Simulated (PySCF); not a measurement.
Geometry:
```json
{"atom": "O1", "x (Å)": "0.012", "y (Å)": "1.559", "z (Å)": "-1.462"}
{"atom": "C2", "x (Å)": "0.020", "y (Å)": "0.708", "z (Å)": "-0.638"}
{"atom": "C3", "x (Å)": "0.886", "y (Å)": "-0.509", "z (Å)": "-0.303"}
{"atom": "C4", "x (Å)": "2.290", "y (Å)": "-0.199", "z (Å)": "0.133"}
{"atom": "F5", "x (Å)": "2.277", "y (Å)": "0.887", "z (Å)": "0.968"}
{"atom": "O6", "x (Å)": "0.011", "y (Å)": "-0.801", "z (Å)": "0.795"}
{"atom": "C7", "x (Å)": "-0.831", "y (Å)": "0.317", "z (Å)": "0.577"}
{"atom": "C8", "x (Å)": "-2.260", "y (Å)": "-0.082", "z (Å)": "0.272"}
{"atom": "F9", "x (Å)": "-2.980", "y (Å)": "1.003", "z (Å)": "-0.004"}
{"atom": "F10", "x (Å)": "-2.310", "y (Å)": "-0.899", "z (Å)": "-0.783"}
{"atom": "F11", "x (Å)": "-2.820", "y (Å)": "-0.709", "z (Å)": "1.301"}
{"atom": "H12", "x (Å)": "0.876", "y (Å)": "-1.300", "z (Å)": "-1.075"}
{"atom": "H13", "x (Å)": "2.913", "y (Å)": "0.024", "z (Å)": "-0.749"}
{"atom": "H14", "x (Å)": "2.716", "y (Å)": "-1.062", "z (Å)": "0.673"}
{"atom": "H15", "x (Å)": "-0.825", "y (Å)": "1.048", "z (Å)": "1.405"}
```

Geometry: PBE0-D3(BJ)/def2-SVP; GIAO absolute shieldings from PySCF, gas phase, non-relativistic, averaged over equivalent atoms.

At PBE0/pcSseg-1 (207 basis functions, 30 s wall time on 1 thread of an Arm Neoverse V2, shared host):
| atoms | σ (ppm) |
| --- | --- |
| O1 | -331.6 |
| O6 | 298.4 |
| C2 | -15.3 |
| C8 | 58.1 |
| C3 | 78.5 |
| C7 | 85.4 |
| C4 | 102.3 |
| F9/F10/F11 | 265.8 |
| F5 | 426.6 |
| H15 | 26.01 |
| H12 | 26.02 |
| H14 | 26.50 |
| H13 | 26.69 |

Task: Predict the values at wB97X-D/pcSseg-2 on the same geometry.

Result: 
| atoms | σ at wB97X-D/pcSseg-2 | change |
| --- | --- | --- |
| O1 | -327.4 | +4.2 |
| O6 | 300.5 | +2.1 |
| C2 | -21.6 | -6.3 |
| C8 | 53.2 | -4.9 |
| C3 | 75.4 | -3.1 |
| C7 | 82.3 | -3.1 |
| C4 | 100.5 | -1.8 |
| F9/F10/F11 | 267.6 | +1.8 |
| F5 | 431.4 | +4.8 |
| H15 | 26.06 | +0.05 |
| H12 | 26.03 | +0.01 |
| H14 | 26.82 | +0.32 |
| H13 | 26.89 | +0.20 |

The largest change is at C2 (ketone carbonyl carbon). Cost: 452 basis functions, 2.8 min wall time on 1 thread of an Arm Neoverse V2, shared host. The order of the carbon signals is the same at both levels.
